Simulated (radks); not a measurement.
Ar3+, 15 electrons, occupied as [Ne] 3s2 3p3. All-electron calculation, non-relativistic Kohn-Sham, PBE, spin-unpolarised, spherical densities, point nucleus. Program: a radial shooting solver on a logarithmic mesh with Libxc functionals.

Normalised radial functions P(r) = r R(r), r in bohr:

r,1s,2p,3s
0.003154,0.4440,0.0018,0.0454
0.003977,0.5517,0.0028,0.0563
0.005056,0.6878,0.0045,0.0702
0.006377,0.8471,0.0071,0.0864
0.008106,1.0438,0.0113,0.1064
0.01022,1.2672,0.0176,0.1290
0.01289,1.5232,0.0273,0.1546
0.01639,1.8186,0.0427,0.1838
0.02067,2.1240,0.0654,0.2131
0.02628,2.4423,0.1007,0.2419
0.03314,2.7247,0.1508,0.2643
0.04212,2.9515,0.2255,0.2754
0.05312,3.0622,0.3264,0.2667
0.06753,3.0179,0.4672,0.2279
0.08517,2.7917,0.6419,0.1532
0.1083,2.3706,0.8596,0.0329
0.1365,1.8308,1.0920,-0.1195
0.1736,1.2308,1.3254,-0.2930
0.2189,0.7171,1.5010,-0.4370
0.2761,0.3446,1.5771,-0.5048
0.3509,0.1254,1.5098,-0.4396
0.4426,0.0347,1.2971,-0.2188
0.5626,0.0062,0.9668,0.1459
0.7096,0.0007,0.6201,0.5421
0.902,0.0000,0.3211,0.8661
1.138,0.0000,0.1344,0.9840
1.446,0.0000,0.0402,0.8655
1.824,0.0000,0.0086,0.5975
2.318,0.0000,0.0011,0.3095
2.924,0.0000,0.0001,0.1210
3.717,0.0000,0.0000,0.0310
4.687,0.0000,0.0000,0.0052

1s: eigenvalue -3156.4 eV, 0 radial nodes, <r> = 0.0862 bohr, 90 % of the charge inside 0.154 bohr. 2p: eigenvalue -278.05 eV, 0 radial nodes, <r> = 0.376 bohr, 90 % of the charge inside 0.623 bohr. 3s: eigenvalue -65.287 eV, 2 radial nodes at r = 0.114, 0.515 bohr, <r> = 1.30 bohr, 90 % of the charge inside 1.92 bohr.
